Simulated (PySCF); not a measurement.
From one molecule to another.

First species: CF3CH2CN, C3H2F3N.
Bonds: N1–C2 (triple), C2–C3, C3–C4, C4–F5, C4–F6, C4–F7. Hydrogens: H8, H9 on C3.

Second species: C₃H₇ClO₂Si₂.
InChI=1S/C3H7ClO2Si2/c1-3-5-7-6-8(3,2)4/h1,7H2,2H3/t8-/m1/s1

Levels: wB97X-D/def2-SVPD for dipole moment, HOMO energy, LUMO energy, HOMO–LUMO gap, static isotropic polarisability and electronic spatial extent ⟨r²⟩ about the centre of nuclear charge; TDDFT wB97X-D/def2-SVPD for lowest singlet excitation; TDA wB97X-D/def2-SVPD for lowest triplet excitation (Tamm–Dancoff); GFN2-xTB for rotational constant A and rotational constant C. Geometries: GFN2-xTB. Each species is one conformer at its optimised geometry, gas phase, non-relativistic unless stated. Electronic properties by PySCF.

Dipoles, sizes and rotational constants follow the conformer. The torsions of the flexible species, by atom-mapped SMILES:
- `[N:1]#[C:2][CH2:3][C:4]([F:5])([F:6])[F:7]`: C2–C3–C4–F5 61°

```tsv
property	column X	column Y
dipole moment	3.38 D	1.46 D
HOMO energy	-12.20 eV	-8.95 eV
LUMO energy	1.67 eV	1.52 eV
HOMO–LUMO gap	13.87 eV	10.47 eV
lowest singlet excitation	7.86 eV	6.46 eV
lowest triplet excitation (Tamm–Dancoff)	6.58 eV	4.07 eV
static isotropic polarisability	42.0 au	97.7 au
electronic spatial extent ⟨r²⟩ about the centre of nuclear charge	679 bohr²	1487 bohr²
rotational constant A	5.252 GHz	1.636 GHz
rotational constant C	1.775 GHz	0.898 GHz
```

(1) Which column belongs to which species?

(2) How does each property change from the first species to the second?

Answers

(1) Column X is the first species and column Y the second. The first has 9 atoms and 54 electrons, the second 15 and 86.

(2) dipole moment -1.92 D; HOMO energy +3.25 eV; LUMO energy -0.15 eV; HOMO–LUMO gap -3.40 eV; lowest singlet excitation -1.40 eV; lowest triplet excitation (Tamm–Dancoff) -2.51 eV; static isotropic polarisability +55.7 au; electronic spatial extent ⟨r²⟩ about the centre of nuclear charge +808 bohr²; rotational constant A -3.616 GHz; rotational constant C -0.877 GHz.

On the first: A dipole of 3.38 D is allowed in Cs, and pure rotational transitions are dipole-allowed. The polarisability is 6.22 Å³ as a volume (1 au = 0.148185 Å³), or 0.78 au for each of the 54 electrons.

On the second: No computed singlet falls in the visible range (750 to 380 nm, 1.65 to 3.26 eV); S1 lies 3.20 eV above its blue end. In wavenumbers S1 is 52100 cm⁻¹ (1 eV = 8065.54 cm⁻¹).
